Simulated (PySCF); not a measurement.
Molecule: `B[C@@H]1C[C@H]1C`, C₄H₉B.

Atoms are numbered as in `[BH2:1][C@@H:2]1[CH2:3][C@H:4]1[CH3:5]` (H(Xn): hydrogen on atom n). Ha(C3) is cis to B1 on the ring; Hb(C3) is trans to B1 on the ring.

Geometry PBE0-D3(BJ)/def2-SVP throughout; GIAO in PySCF, gas phase, one conformer, non-relativistic; equivalent atoms averaged; functional PBE0.

Problem. How do the absolute shieldings σ depend on the basis set? (a selection of nuclei; ppm; last column core-seconds on shared hosts with different chips, so compare them loosely)

Solution. 
| basis set | functions | C4 | C3 | C2 | C5 | H(B1) | H(C4) | H(C2) | Hb(C3) | H(C5) | core-s |
| --- | --- | --- | --- | --- | --- | --- | --- | --- | --- | --- | --- |
| STO-3G | 34 | 207.0 | 208.3 | 211.7 | 212.3 | 25.75 | 31.29 | 31.41 | 31.48 | 31.63 | 2.2 |
| 6-31G | 63 | 177.1 | 176.1 | 171.8 | 178.1 | 24.72 | 30.89 | 31.33 | 31.31 | 31.30 | 4.3 |
| 6-31G* | 88 | 172.5 | 172.1 | 169.3 | 173.6 | 24.78 | 30.32 | 30.90 | 30.83 | 30.80 | 5.9 |
| def2-SVP | 115 | 172.0 | 171.8 | 168.1 | 173.9 | 24.25 | 30.00 | 30.51 | 30.44 | 30.29 | 7.6 |
| pcSseg-1 | 130 | 161.3 | 161.1 | 156.3 | 162.6 | 24.33 | 29.92 | 30.43 | 30.27 | 30.05 | 10 |
| 6-311+G(2d,p) | 189 | 162.9 | 164.0 | 158.8 | 165.9 | 24.51 | 30.00 | 30.64 | 30.54 | 30.37 | 16 |
| def2-TZVP | 209 | 162.9 | 164.0 | 158.9 | 165.2 | 24.46 | 29.95 | 30.57 | 30.45 | 30.33 | 18 |

Problem. Which nucleus among those listed moves most, in ppm?

Solution. C2 (three-membered-ring carbon): from 156.3 ppm with pcSseg-1 to 211.7 ppm with STO-3G. The smallest spread is 0.98 ppm, at H(C2). Proton shifts span only some 12 ppm, so a few tenths of a ppm matter as much there as several ppm in carbon.

Problem. Taking the largest basis, def2-TZVP (209 functions), as the yardstick, rank the others by their worst heavy-atom deviation.

Solution. 6-311+G(2d,p) 0.7 ppm (189 functions), pcSseg-1 2.9 ppm (130 functions), def2-SVP 9.3 ppm (115 functions), 6-31G* 10.4 ppm (88 functions), 6-31G 14.3 ppm (63 functions), STO-3G 52.8 ppm (34 functions).

A small basis that lands close on one nucleus may do so by chance; judge by the trend and by all nuclei.
